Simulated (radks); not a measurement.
Spin polarisation of the 5d2 shell in Hf. Start: [Xe] 4f14 5d(up 1, down 1) 6s2; electrons of 5d are moved from spin down to spin up, other shells keep equal spins. All-electron calculation, non-relativistic Kohn-Sham, SCAN, spin-polarised, spherical densities, point nucleus; meta-GGA in the generalised Kohn-Sham scheme. Program: a radial shooting solver on a logarithmic mesh with Libxc functionals.

| moment (Bohr magnetons) | E - E(0) (eV) | e(5d up) (eV) | e(5d down) (eV) | 6s down minus up (eV) | 4f down minus up (eV) |
|---|---|---|---|---|---|
| 0 | 0.000 | -3.634 | -3.634 | 0.000 | 0.000 |
| 0.5 | -0.060 | -3.872 | -3.404 | 0.052 | 0.053 |
| 1 | -0.226 | -4.033 | -3.172 | 0.278 | 0.106 |
| 1.5 | -0.489 | -4.179 | -2.936 | 0.538 | 0.160 |

At moment 1.5 the spin-polarisation energy is -0.489 eV and the 5d exchange splitting 1.242 eV, that is 0.828 eV per Bohr magneton; E = -I m^2/4 would give I = 0.869 eV.
